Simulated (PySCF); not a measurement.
K¹³⁺: ionisation energy

K¹³⁺ [He] 2s2 2p2 [2p1/2^2, M_J = 0] → K¹⁴⁺ [He] 2s2 2p1 [2p1/2^1, M_J = 1/2], as a difference of total energies. Computed with PySCF 2.14 in an uncontracted even-tempered set (18 s from 2.3 bohr⁻², ratio 2.4; 11 p from 3 bohr⁻², ratio 2.4; 5 d from 12 bohr⁻², ratio 2.6; 5 f from 18 bohr⁻², ratio 2.6), with the two-component X2C-1e Hamiltonian. Correlated levels: nothing frozen; the 36 highest virtual spinors dropped. "Screened" scales the spin-orbit matrix elements by Boettger's factors to mimic the two-electron term; Breit and QED terms are absent.

```csv
method,ionisation energy (eV)
GHF (spin-free),787.15
GMP2 (spin-free),787.37
GHF (screened spin-orbit),786.25
GMP2 (screened spin-orbit),786.52
```

Q: How much does correlation contribute at GMP2 (screened spin-orbit)?

A: 786.52 − (786.25) = 0.27 eV, measured against GHF (screened spin-orbit).

The labels give the starting determinants; with spin-orbit coupling the two ends relaxed to ⟨J²⟩ = 1.52, ⟨L²⟩ = 1.97, ⟨S²⟩ = 1.96 and ⟨J²⟩ = 0.75, ⟨L²⟩ = 2.00, ⟨S²⟩ = 0.75.

The determinant of K¹³⁺ mixes levels of different J (the jj label is only the starting occupation), so the difference between spin-free and spin-orbit rows is not the physical spin-orbit shift.

For comparison: 786.3 ± 0.3 eV (semi-empirical (NIST evaluation); NIST Atomic Spectra Database, ionization energies).
